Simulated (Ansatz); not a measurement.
Start from `O[Si@H](F)[Si@H](O)F` and change one atom or group to get `O[SiH2][SiH](O)F`.

Ansatz, PBE0-D4/def2-TZVP geometries, multiplicity 1. Each molecule was computed in one conformer, which needn't be the lowest.

```
                                          property  `O[Si@H](F)[Si@H](O)F`
               HOMO energy (B3LYP/def2-TZVPP) / eV                   -7.87
    size of the dipole moment (PBE/def2-TZVPP) / D                    1.97
             HOMO–LUMO gap (B3LYP/def2-TZVPP) / eV                    6.93
size of the dipole moment (ωB97M-V/def2-TZVPP) / D                    1.93
  size of the dipole moment (B3LYP/def2-TZVPP) / D                    1.92
                 HOMO energy (PBE/def2-TZVPP) / eV                   -6.71
```

Q: Give the same properties after the change, and the shifts. (Estimate.)

A: Ansatz gave: 
```tsv
property	`O[SiH2][SiH](O)F`	shift
HOMO energy (B3LYP/def2-TZVPP) / eV	-7.87	0.00
size of the dipole moment (PBE/def2-TZVPP) / D	2.93	0.96
HOMO–LUMO gap (B3LYP/def2-TZVPP) / eV	6.83	-0.10
size of the dipole moment (ωB97M-V/def2-TZVPP) / D	3.08	1.15
size of the dipole moment (B3LYP/def2-TZVPP) / D	3.07	1.15
HOMO energy (PBE/def2-TZVPP) / eV	-6.79	-0.08
```

Dipoles are sizes alone; their direction can turn.

B3LYP here is the variant with VWN-RPA as its local correlation; programs differ in this.
